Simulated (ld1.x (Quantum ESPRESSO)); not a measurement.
## Which setting gave this result? (V, TM semilocal)

Base potential:

ld1.x (Quantum ESPRESSO) 7.5 input, shortened:

```
&input
   title='V', zed=23., rel=1, dft='PZ', iswitch=3,
   config='[Ar] 3d3 4s0 4p0'
 /
 &inputp
   pseudotype=1, tm=.true., lloc=2,
   nlcc=.true., new_core_ps=.true.
 /
3
3S  1  0   2.00   0.00  1.20  1.20  0.0
3P  2  1   6.00   0.00  0.95  0.95  0.0
3D  3  2   3.00   0.00  2.05  2.05  0.0
 &test
   configts(1)='3s2 3p6 3d3 4s0 4p0'
 /
```

Cutoffs, loose and tight: the cutoffs (Ry, on a coarse ladder) from which the occupation-weighted sum of valence levels, in a spherical-Bessel basis at the reference potential, stays within 10 and 1 mRy of its value at 400 Ry. They do not see the model core or the augmentation charge, which bear on the density cutoff. Test errors are all-electron minus pseudo excitation energies from the reference, over the configurations 3s2 3p6 3d3 4s2 4p0; 3s2 3p6 3d3 4s1 4p0; 3s2 3p6 3d2 4s0 4p0; 3s2 3p5 3d3 4s2 4p0; 3s2 3p6 3d3.5 4s1.5 4p0; 3s2 3p6 3d4 4s0 4p0; 3s2 3p6 3d4 4s1 4p0 (two spin-polarised tests are not counted in the largest error); variants that change the core or the reference have their own tests.

Only the scale of all radii but the core radius (base = 1) is moved:

```json
{"scale of all radii but the core radius (base = 1)": "0.75", "cutoff, loose": "300 Ry", "cutoff, tight": "over 300 Ry", "bound ghosts": "none", "largest test error (meV)": "+103"}
{"scale of all radii but the core radius (base = 1)": "0.93", "cutoff, loose": "110 Ry", "cutoff, tight": "200 Ry", "bound ghosts": "none", "largest test error (meV)": "+346"}
{"scale of all radii but the core radius (base = 1)": "1.03", "cutoff, loose": "100 Ry", "cutoff, tight": "180 Ry", "bound ghosts": "none", "largest test error (meV)": "+701"}
{"scale of all radii but the core radius (base = 1)": "1.11", "cutoff, loose": "90 Ry", "cutoff, tight": "140 Ry", "bound ghosts": "none", "largest test error (meV)": "+1134"}
{"scale of all radii but the core radius (base = 1)": "1.21", "cutoff, loose": "80 Ry", "cutoff, tight": "100 Ry", "bound ghosts": "none", "largest test error (meV)": "+1968"}
{"scale of all radii but the core radius (base = 1)": "1.3", "cutoff, loose": "70 Ry", "cutoff, tight": "100 Ry", "bound ghosts": "none", "largest test error (meV)": "+2480"}
{"scale of all radii but the core radius (base = 1)": "1.37", "cutoff, loose": "45 Ry", "cutoff, tight": "90 Ry", "bound ghosts": "none", "largest test error (meV)": "+3046"}
```

Task: One more run gave cutoff, loose: 160 Ry; cutoff, tight: over 300 Ry; bound ghosts: none; largest test error (meV): +142. Which value of the scale of all radii but the core radius (base = 1) was used?

Result: 0.84. The loose cutoff moves one way along this sweep, from 300 Ry at 0.75 to 45 Ry at 1.37, which places the run between 0.75 and 0.93.
